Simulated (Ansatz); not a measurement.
Consider the ligand exchange at a Ge–C bond: `C=N[C](=C)[GeH3]` + `N[SiH](O)O` → `O[SiH](O)[NH][GeH3]` + `C=CN=C`.

Calculated with Ansatz (gas phase, PBE0-D4/def2-TZVP geometries, no zero-point term in ΔE). CBS: MP2 limit from def2 TZ/QZ plus the TZ coupled-cluster correction, frozen cores. This one scheme is used for every species. For Ge outer-core shells are correlated without core-valence functions, which leaves a few kJ/mol of doubt a bond. Scalar relativity is left out up to krypton. Each species was taken in one conformer, which may not be the lowest.

`C=N[C](=C)[GeH3]`:

Cartesian coordinates in Å:
```
C 0.914 1.569 -0.940
N -0.291 1.196 -0.854
C -0.617 0.049 -0.118
C -1.904 -0.296 -0.058
Ge 0.714 -1.061 0.817
H 1.149 2.463 -1.515
H 1.755 1.046 -0.466
H -2.238 -1.168 0.490
H -2.650 0.306 -0.569
H -0.052 -2.208 1.490
H 1.751 -1.641 -0.162
H 1.470 -0.253 1.886
```

`N[SiH](O)O`:

```xyz
9

N    -0.439   -1.146   -0.275
Si    0.423    0.210    0.322
O    -0.631    1.101    1.207
O     1.094    0.962   -0.971
H    -0.005   -1.755   -0.950
H    -1.035   -1.671    0.346
H     1.556   -0.029    1.235
H    -1.501    1.248    0.830
H     0.538    1.080   -1.743
```

`O[SiH](O)[NH][GeH3]`:

```xyz
12

O     0.343    1.160   -1.636
Si   -0.260   -0.293   -1.180
O    -1.880   -0.023   -1.080
N     0.452   -0.781    0.285
Ge    0.714    0.271    1.777
H    -0.272    1.752   -2.072
H     0.030   -1.359   -2.172
H    -2.422   -0.734   -0.736
H     0.980   -1.640    0.264
H     0.466   -0.590    3.030
H     2.150    0.822    1.823
H    -0.301    1.416    1.697
```

`C=CN=C`:

Z-matrix (Å, degrees):
```
C
C 1 1.328
H 1 1.082 2 121.1
H 1 1.083 2 120.3 3 -180.0
N 2 1.393 1 121.2 3 180.0
H 2 1.094 1 121.0 3 -0.0
C 5 1.266 2 117.6 1 -180.0
H 7 1.088 5 119.3 2 -180.0
H 7 1.098 5 123.1 2 0.0
```

```json
{"species": "`C=N[C](=C)[GeH3]`", "MP2/def2-QZVPP energy (Eh)": "-2248.80203"}
{"species": "`N[SiH](O)O`", "MP2/def2-QZVPP energy (Eh)": "-497.18121"}
{"species": "`O[SiH](O)[NH][GeH3]`", "MP2/def2-QZVPP energy (Eh)": "-2574.27854"}
{"species": "`C=CN=C`", "MP2/def2-QZVPP energy (Eh)": "-171.71439"}
```

(1) Work out ΔE.

Largest T1 diagnostic among the species: 0.013.

Answers

(1) ΔE = (-2574.27854) + (-171.71439) − (-2248.80203) − (-497.18121) = -0.00969 Eh = -0.26 eV. CCSD(T)/CBS gives -0.27 eV.

From PBE to PBE0 (25 % exact exchange), in def2-TZVPP and without D4, ΔE moves by −0.04 eV. In def2-TZVPP, CCSD(T) changes the Hartree–Fock value by +0.21 eV (the triples alone add +0.03 eV) and MP2 by +0.23 eV.
